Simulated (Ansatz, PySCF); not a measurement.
Mo(O)(OH)(Cl)2 (Cl₂HMoO₂), SMILES [O]=[Mo]([OH])([Cl])[Cl] (connectivity only; charge and spin as stated), neutral, multiplicity 2. Atoms are numbered in the order given.

```xyz
6

Mo     0.2635    -0.0106     0.0000
O      1.2204    -1.3753     0.0000
O      1.0989     1.6523     0.0000
H      0.6917     2.5351     0.0000
Cl    -1.2051    -0.1296    -1.7419
Cl    -1.2051    -0.1296     1.7419
```
Charge 0, spin multiplicity 2.

Geometry optimised at r2SCAN-D4/def2-SVP. The multiplicity is an assumed one; other spin states were not compared. The def2 effective core potentials stand for the cores of Mo; spin–orbit coupling is left out. The values are those of a single conformer.

Two levels are set side by side: PBE-D3(BJ)/def2-SVP (Ansatz, a first-principles code) and r2SCAN-D4/def2-SVP (Ansatz). Each level has its own optimised geometry; the coordinates shown are those of the second. Frequencies come from the Hessian of PySCF at each geometry. Differences are taken from unrounded values.

```tsv
quantity	r2SCAN-D4
mean bond length (Å)	1.813
bond Mo1–O2 (Å)	1.667
bond Mo1–O3 (Å)	1.861
bond Mo1–Cl5 (Å)	2.282
bond Mo1–Cl6 (Å)	2.282
bond O3–H4 (Å)	0.972
highest harmonic wavenumber (cm⁻¹)	3766
mean harmonic wavenumber (cm⁻¹)	676
zero-point energy (kcal/mol)	11.59
```

What does PBE-D3(BJ) give, and how far is it from r2SCAN-D4? (Estimate from the structure and the level; the computed values follow.)


| quantity | PBE-D3(BJ) | PBE-D3(BJ) minus r2SCAN-D4 |
|---|---|---|
| mean bond length (Å) | 1.821 | 0.008 |
| bond Mo1–O2 (Å) | 1.677 | 0.011 |
| bond Mo1–O3 (Å) | 1.872 | 0.011 |
| bond Mo1–Cl5 (Å) | 2.287 | 0.006 |
| bond Mo1–Cl6 (Å) | 2.287 | 0.006 |
| bond O3–H4 (Å) | 0.981 | 0.009 |
| highest harmonic wavenumber (cm⁻¹) | 3645 | -121 |
| mean harmonic wavenumber (cm⁻¹) | 660 | -16 |
| zero-point energy (kcal/mol) | 11.32 | -0.27 |
